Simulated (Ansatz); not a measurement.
Relaxation of C₂H₂AlO (6 atoms, charge 0, multiplicity 2), to a largest force component of 0.015 eV/Å in at most 40 steps.

Theory: UKS r2SCANh/def2-SVP (Ansatz 0.2.0).

```xyz
6
Properties=species:S:1:pos:R:3
C 0.547 0.690 0.346
C -0.201 -0.197 -0.265
O -0.824 -1.322 0.200
Al -1.260 -1.311 -1.502
H 0.773 0.611 1.402
H 0.966 1.529 -0.180
```

**Question.** Where does it end, and by what steps?

**Answer.** The run converged. After 9 steps the energy has fallen by 0.210 eV; Al4 moved furthest, 0.19 Å.

```csv
step,energy less start (eV),largest force component (eV/Å),accepted
0,0.0000,1.030,yes
1,-0.0475,1.013,yes
2,-0.1291,2.339,yes
3,-0.1701,0.843,yes
4,-0.1959,0.486,yes
5,-0.2069,0.424,yes
6,-0.2092,0.076,yes
7,-0.2096,0.026,yes
8,-0.2097,0.018,yes
9,-0.2098,0.006,yes
```

```xyz
6
Properties=species:S:1:pos:R:3
C 0.577 0.717 0.393
C -0.184 -0.221 -0.144
O -0.831 -1.307 0.136
Al -1.356 -1.403 -1.633
H 0.829 0.675 1.459
H 0.964 1.538 -0.210
```

Whether the end is a true minimum wasn't checked by a vibrational analysis.

Time of the run: 18 s on 2 threads of INTEL(R) XEON(R) PLATINUM 8581C CPU @ 2.30GHz (Emerald Rapids), with other jobs on the host, peak memory 0.23 GiB.
